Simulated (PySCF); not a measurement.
AsH3, optimised at HF/6-31G*:

```xyz
4

As    -0.2109     0.0713     0.1061
H      0.0830     0.4887    -1.3116
H      0.0778    -1.3850    -0.1512
H      1.1829     0.3700     0.5947
```

Method: PySCF energies plus ideal-gas RRHO corrections (1 bar). 6-31G* has spherical d functions here. All species are closed-shell singlets. B3LYP is the form with VWN-RPA correlation. As: all electrons, no relativistic terms.

Q: List the harmonic frequencies (cm⁻¹, unscaled) at this level and at the other levels, each on its own geometry.

A: 
- HF/6-31G*: 1028, 1132, 1132, 2362, 2364, 2364
- B3LYP/6-31G*: 954, 1033, 1033, 2182, 2203, 2203
- PBE/def2-SVP: 906, 980, 980, 2125, 2147, 2147
- PBE0/def2-TZVP: 921, 1018, 1018, 2214, 2228, 2228
